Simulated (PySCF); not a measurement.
dihydroxy(methoxymethyl)silane (C₂H₈O₃Si), SMILES COC[SiH](O)O.

Coordinates come from a B3LYP-D3(BJ)/def2-SVP optimisation. Other conformers were not sampled.

These are TDDFT-PBE/def2-SVPD (PySCF) values and carry that method's errors.

Vertical excitations. Gas-phase values at a fixed geometry.

Computed excitation energies, oscillator strengths and character:
```
state  energy (eV)  λ (nm)      f                            main pairs
-----  -----------  ------  -----  ------------------------------------
S1            5.82     213  0.004                        HOMO→LUMO 99 %
S2            6.26     198  0.002                      HOMO→LUMO+1 98 %
S3            6.43     193  0.029                      HOMO→LUMO+2 98 %
S4            6.70     185  0.004                      HOMO−1→LUMO 98 %
S5            6.92     179  0.032                      HOMO−2→LUMO 95 %
S6            7.03     176  0.001                      HOMO→LUMO+3 99 %
S7            7.15     173  0.006  HOMO−1→LUMO+1 59 %, HOMO−3→LUMO 39 %
S8            7.20     172  0.014  HOMO−3→LUMO 56 %, HOMO−1→LUMO+1 33 %
S9            7.32     169  0.028  HOMO−1→LUMO+2 62 %, HOMO→LUMO+4 24 %
S10           7.33     169  0.012  HOMO→LUMO+4 73 %, HOMO−1→LUMO+2 23 %
T1            5.69     218      0                        HOMO→LUMO 98 %
T2            6.15     202      0                      HOMO→LUMO+1 98 %
T3            6.29     197      0                      HOMO→LUMO+2 99 %
T4            6.50     191      0                      HOMO−1→LUMO 98 %
```
Triplets are in the Tamm–Dancoff approximation, which puts them higher than full response would, so one can lie above its singlet here.
